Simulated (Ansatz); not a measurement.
MoBrO3, that is [MoO3Br]- with one electron fewer. Total charge 0; doublet. Geometry r2SCAN-D4/def2-SVPD, that of the charge -1 singlet; atoms count from 1.

```xyz
5

Mo    0.141    0.073   -0.027
O     0.688    0.803    1.438
O     1.294   -1.097   -0.557
O    -0.056    1.284   -1.240
Br   -2.067   -1.063    0.385
```

In the def2 sets Mo takes a core potential; there is no spin–orbit coupling.

Estimate the Mulliken populations from the PBE0/def2-TZVPD orbitals of Ansatz.


```json
{"atom": "Mo1", "charge (e)": "1.98", "spin (α − β)": "-0.29", "d electrons": "3.59"}
{"atom": "O2", "charge (e)": "-0.56", "spin (α − β)": "0.62", "d electrons": "–"}
{"atom": "O3", "charge (e)": "-0.56", "spin (α − β)": "0.62", "d electrons": "–"}
{"atom": "O4", "charge (e)": "-0.71", "spin (α − β)": "-0.01", "d electrons": "–"}
{"atom": "Br5", "charge (e)": "-0.15", "spin (α − β)": "0.05", "d electrons": "–"}
```
Mulliken values and Mayer orders depend strongly on the basis. With diffuse functions, as here, like atoms can get unlike values, and bond orders can come out too low or too high.

Where does the spin sit?

Summed by element: Mo -0.29, O 1.24, Br 0.05, of 1 unpaired in all. Largest on single atoms: O3 0.62, O2 0.62, Mo1 -0.29.

And the Mayer bond orders between bonded heavy atoms (over 0.3)?

Mo1–O2 1.21 (1.73 Å); Mo1–O3 1.21 (1.73 Å); Mo1–O4 1.59 (1.73 Å); Mo1–Br5 1.16 (2.52 Å).
